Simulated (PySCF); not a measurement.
Compound: C6H9N.
Structure used (PBE0-D3(BJ)/def2-SVP), in Å, numbered top down from 1:
```
atom  x, y, z in Å
C1    -2.7239    0.4304    0.7742
C2    -1.8633    0.0418   -0.1519
C3    -1.4737   -0.8992   -1.1888
C4    -0.5558    0.2699   -0.7918
C5     0.6768   -0.0112   -0.0289
N6     1.7250    0.6846   -0.1550
C7     2.8728    0.3425    0.6327
H8    -3.6635   -0.1061    0.9343
H9    -2.5209    1.3027    1.4016
H10   -1.1635   -1.9089   -0.8944
H11   -1.9500   -0.8429   -2.1732
H12   -0.4601    1.0995   -1.5003
H13    0.6202   -0.8739    0.6723
H14    3.1621    1.2027    1.2589
H15    3.7314    0.1428   -0.0294
H16    2.7253   -0.5373    1.2923
```

All values: CAM-B3LYP/def2-SVPD (PySCF, non-relativistic), on one gas-phase PBE0-D3(BJ)/def2-SVP geometry that isn't relaxed in the solvent. The solvent is an IEF-PCM continuum (van der Waals radii × 1.2), and excitations are vertical TDDFT with non-equilibrium linear response and a frozen core. Only the electrostatic response of the medium enters.

```tsv
run	E − E(gas) (kcal/mol)	HOMO (eV)	HOMO–LUMO gap (eV)	dipole (D)	lowest singlet (eV)	static polarisability (au)
gas	0.00	-8.64	9.39	1.55	5.23	83.9
P	-4.50	-8.80	9.57	2.30	5.37	111.2
Q	-3.29	-8.75	9.53	2.06	5.33	103.3
```

**Question.** The runs were made in acetone and chloroform. Which run belongs to which solvent?

**Answer.** P = acetone, Q = chloroform. The dielectric constants are 4.711 (chloroform), 20.49 (acetone), and the energy falls further as ε rises. The optical constants n² used for the excitations are 2.09, 1.85 in the same order. In this model the ground state sees the solvent through ε alone.

**Question.** How constant is the ratio of the lowering to (ε − 1)/(2ε + 1)?

**Answer.** 
```
   solvent  (ε − 1)/(2ε + 1)  E − E(gas) (kcal/mol)  ratio (kcal/mol)  polarisation term (kcal/mol)
chloroform             0.356                  -3.29              -9.2                         -3.73
   acetone             0.464                  -4.50              -9.7                         -5.38
```

The ratio changes by +5.0 % in size from chloroform to acetone. The polarisation term is half the interaction of the solute with the induced surface charges.
